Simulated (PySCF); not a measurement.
Delta-SCF ions had no search for a lower state. Excitations are Tamm–Dancoff values on a coarser integration grid. The basis has no diffuse functions, so Rydberg states are missing or too high.

Cartesian coordinates (Å):
```xyz
19

Al    -0.0951     0.0087     0.2756
C     -2.0080     0.3734    -0.1005
H     -2.1610     1.1771    -0.8428
H     -2.5220     0.7062     0.8191
H     -2.5657    -0.5117    -0.4546
C      1.0809     1.5839     0.5302
H      0.9078     2.3920    -0.2038
H      2.1561     1.3344     0.5030
H      0.8979     2.0386     1.5201
C      0.3316    -1.6616     1.2413
H      1.4105    -1.8925     1.2319
H     -0.1984    -2.5465     0.8467
H      0.0366    -1.5807     2.3027
C     -0.1327    -1.3211    -2.4658
O      0.5637    -0.4461    -1.5887
H     -1.0349    -0.8430    -2.8769
H     -0.4305    -2.1931    -1.8707
H      0.5302    -1.6522    -3.2785
H      0.8998     0.3312    -2.0520
```
Charge 0, spin multiplicity 1.

Q: What is the computed charge on the central atom (meta-Löwdin), vertical ionisation energy (Delta-SCF), S1–T1 gap (TDA), S1 excitation (TDA) and HOMO (M06-2X/def2-TZVP // PBE0-D3(BJ)/def2-SVP in PySCF)?

A: 
```yaml
charge on the central atom (meta-Löwdin): 0.82 e
vertical ionisation energy (Delta-SCF): 8.96 eV
S1–T1 gap (TDA): 0.14 eV
S1 excitation (TDA): 6.25 eV
HOMO: -7.98 eV
```
